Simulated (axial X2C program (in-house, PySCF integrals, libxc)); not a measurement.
Worked dissociation energy of ZrC: M06, without spin–orbit coupling

Computed with an axial X2C code built on PySCF integrals. Spin-free means the one-electron spin-free X2C Hamiltonian. Basis: Zr dyall-cv3z [11s12p9d6f3g], C dyall-v3z [7s6p2d1f] (cores contracted in-house); Gaussian nuclei, density fitting, unrestricted open shells. Masses: Zr 89.905 u, C 12.000 u.

Molecular state: M_S = 1, Λ = 0 (beyond evenly filled blocks: 2 × σα).

```
E(Zr) (2M_S = 2, M_L = 3) : -3598.295937 hartree
E(C) (2M_S = 2, M_L = 1)  : -37.848409 hartree
E(ZrC) at Re              : -3636.314585 hartree
ωe                        : 928.8 cm⁻¹
ωexe                      : 3.9 cm⁻¹
```

(1) Work out De and D0.

One determinant describes the state; a PBE0 search over occupations chose it and may have missed a lower one. De is counted from the lowest determinant-based energies of the atoms at the same level, without counterpoise correction. PBE0 can misorder states that lie within some tenths of an eV, so this need not be the ground state of the molecule. The nearest other spin-free determinant of the search, M_S = 0, Λ = 0, lies 0.37 eV up at the distance of the search. Without a current term, density functionals place determinants with orbital angular momentum somewhat too high. The determinant is spin-polarised beyond a pure state at some levels (its spin-free form has ⟨S²⟩ too high), which makes Re and μ there less reliable.

Each atomic determinant is the lowest at this level and need not be a pure term. Totals compare only within one Hamiltonian and basis.

Answers

(1) De = -3598.295937 + (-37.848409) − (-3636.314585) = 0.17024 hartree = 4.632 eV. The zero-point energy is ωe/2 − ωexe/4 = 463 cm⁻¹ = 0.057 eV, so D0 = 4.575 eV.
